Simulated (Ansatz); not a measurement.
Calculated with Ansatz (gas phase, PBE0-D4/def2-TZVP geometries, no zero-point term in ΔE). CCSD(T)/CBS is the MP2 limit (def2-TZVPP, def2-QZVPP) plus CCSD(T) − MP2 in def2-TZVPP, frozen cores. This one scheme is used for every species. DFT in def2-TZVPP. Each species was taken in one conformer, which may not be the lowest.

`BN[SiH](C)C` + CH₃OH → `CO[SiH](C)C` + `BN`  (ligand exchange at the Si–N bond)

```csv
level,ΔE (kcal/mol)
BLYP-D4,-13.2
PBE0-D4,-12.1
BHLYP-D4,-13.5
CAM-B3LYP-D4,-13.9
ωB97X-V,-13.0
BLYP,-13.9
r2SCANh,-13.2
r2SCAN0,-13.1
```

(1) What does CCSD(T)/CBS give? (Estimate.)

Largest T1 diagnostic among the species: 0.012.

## Answers

(1) The calculation gave: -12.2 kcal/mol. The listed levels differ from it by -1.0, 0.1, -1.3, -1.7, -0.8, -1.7, -1.0, -0.9 kcal/mol.

In def2-TZVPP, CCSD(T) changes the Hartree–Fock value by +1.9 kcal/mol (the triples alone add +0.2 kcal/mol) and MP2 by +1.8 kcal/mol. Leaving LDA and LC-ωPBE aside and taking each functional with its dispersion term where it has one, the values, not all of them listed here, spread over 2.3 kcal/mol, from CAM-B3LYP-D4 to revPBE-D4.
